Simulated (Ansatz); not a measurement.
Cartesian coordinates (Å):
SMILES: B=C=BO
```xyz
6

B      1.8602    -0.0151     0.0056
C      0.5159     0.0577     0.0428
B     -0.8491     0.1218     0.0956
O     -2.1615     0.2151     0.1000
H      3.0304    -0.0788    -0.0259
H     -2.6467    -0.2270     0.8044
```
Charge 0, spin multiplicity 1.

Computed with frozen-core CCSD(T)/cc-pVTZ // r2SCAN-D4/def2-TZVP run with Ansatz (a first-principles code).

The HF energy comes out as -163.29208 Ha and the MP2 correlation energy comes out as -0.56768 Ha.

Problem. Estimate the CCSD correlation energy, the (T) correction, the total energy and the T1 diagnostic.

Solution. 
```
Quantity                        Result
-----------------------  -------------
CCSD correlation energy    -0.57961 Ha
(T) correction             -0.03023 Ha
CCSD(T) total energy     -163.90192 Ha
T1 diagnostic                    0.016
```
